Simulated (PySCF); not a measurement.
H₅Sb, SMILES [SbH5].

The structure is a stationary point at r2SCAN-D4/def2-TZVP. The def2 effective core potentials stand for the cores of Sb; spin–orbit coupling is left out.

Two levels are set side by side: PBE/def2-TZVPD (PySCF) and PBE0/def2-TZVPD (PySCF). Same geometry, gas phase. Differences are taken from unrounded values.

```tsv
quantity	PBE0
orbital gap (eV)	5.34
highest occupied level (eV)	-6.36
lowest empty level (eV)	-1.02
mean polarisability (bohr³)	51.4
```

### Question
What does PBE give, and how far is it from PBE0? (Estimate from the structure and the level; the computed values follow.)

### Answer

| quantity | PBE | PBE minus PBE0 |
|---|---|---|
| orbital gap (eV) | 3.53 | -1.80 |
| highest occupied level (eV) | -5.34 | 1.02 |
| lowest empty level (eV) | -1.81 | -0.79 |
| mean polarisability (bohr³) | 52.9 | 1.4 |

Without exact exchange PBE keeps part of each electron's self-repulsion, which lifts occupied levels and narrows the gap. Differences between two approximate levels are no errors against the true value.

Rough cost on one machine, each run with all the roots and properties that it gave: PBE0 against PBE within a factor of 2.
